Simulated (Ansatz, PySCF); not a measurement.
Gas-phase reaction in SMILES: CB(C)N [[amino(methyl)boranyl]methane] + 3 [H][H] (H2) → B (BH3) + 2 C (CH4) + N (NH3)
Structures are relaxed separately at B3LYP-D3(BJ)/def2-TZVP in Ansatz (an electronic-structure program), one conformer each, not searched for the lowest. Frequencies are from Ansatz or PySCF.

Property: energy of full hydrogenation (enthalpy at 298 K, with B3LYP-D3(BJ) rigid-rotor harmonic-oscillator terms), in kcal/mol. Cores are frozen in the correlated levels unless marked. No spin-orbit coupling. No relativistic terms. Basis-set limits of correlation are two-point, X^-3; Hartree-Fock from the larger set. The bracket is a focal-point correction in the basis named.

```tsv
level	program	energy of full hydrogenation (kcal/mol)
HF/STO-3G	Ansatz	24.2
HF/aug-cc-pVTZ	Ansatz	12.1
BLYP-D3(BJ)/def2-TZVPD	Ansatz + dftd3	29.3
B3LYP-D4/def2-TZVPD	Ansatz + dftd4	27.8
PBE0-D3(BJ)/def2-TZVP	Ansatz + dftd3	30.1
PBE0-D3(BJ)/def2-TZVPD	Ansatz + dftd3	29.4
BHLYP-D4/def2-TZVPD	Ansatz + dftd4	24.2
```

What does RI-MP2/CBS(aug-cc-pVTZ,aug-cc-pVQZ)+[CCSD(T)-MP2]/aug-cc-pVTZ (Ansatz) give?

27.9 kcal/mol, so BHLYP-D4/def2-TZVPD differs from it by -3.7 kcal/mol.
